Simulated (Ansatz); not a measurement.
Consider the formal exchange of groups at a C–N bond: `CN([SiH3])B[SiH3]` + `Cl[SiH]1CO1` → `C[Si]1(Cl)CO1` + `[SiH3]BN[SiH3]`.

Computed with Ansatz on PBE0-D4/def2-TZVP structures; ΔE is electronic, products minus reactants. CCSD(T)/CBS is the MP2 limit (def2-TZVPP, def2-QZVPP) plus CCSD(T) − MP2 in def2-TZVPP, frozen cores. DFT in def2-TZVPP. Each species was taken in one conformer, which may not be the lowest.

(1) Is it downhill or uphill in electronic energy at CCSD(T)/CBS, and by how much? (An estimate is asked.)

(2) What do these levels give: PBE-D4, ωB97X-V, ωB97M-V, PBE, HF/def2-TZVPP, HF/def2-QZVPP? (Estimate.)

Largest T1 diagnostic among the species: 0.014.

Answers

(1) Ansatz gave: Downhill: ΔE = -21.3 kcal/mol.

(2) The calculation gave: PBE-D4 -20.9, ωB97X-V -21.3, ωB97M-V -22.1, PBE -21.2, HF/def2-TZVPP -22.4, HF/def2-QZVPP -22.3 kcal/mol.

In def2-TZVPP, CCSD(T) changes the Hartree–Fock value by +1.6 kcal/mol (the triples alone add +0.4 kcal/mol) and MP2 by +0.9 kcal/mol.
